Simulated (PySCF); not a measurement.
# Relaxation of singlet NbNBr₂

All numbers come from PySCF, PBE0, basis Nb def2-SVP with ECP28, N def2-SVP, Br def2-SVP (scalar-relativistic core potentials, no spin–orbit coupling, density fitting). A (50,194) grid was used.

A start displaced from a saddle point along its imaginary mode, of Cs symmetry, held to at least that symmetry:

Coordinates in bohr (charge 0 multiplicity 1):
```
Nb   -0.6589   -0.2054   -0.4793
N    -3.1593    0.4724   -2.2981
Br   -1.9179    0.0790    4.0412
Br    3.2542    0.0790   -3.0692
```

Question: What does it relax to?

Answer: It ends at Cs with Nb–Br 2.465 Å (×2), Nb–N 1.639 Å; Br–Nb–Br 119.2°, Br–Nb–N 107.7° (×2) (after a last refinement on a finer grid). The frequency run here used a shortcut that can spoil soft modes, so no verdict on minimum or saddle point is given. Other isomers or separated fragments may lie lower.

Question: How much energy is released, and in how many steps?

Answer: 10.2 kJ/mol in 9 steps.

The relaxation took roughly 120 core-seconds on a shared host.
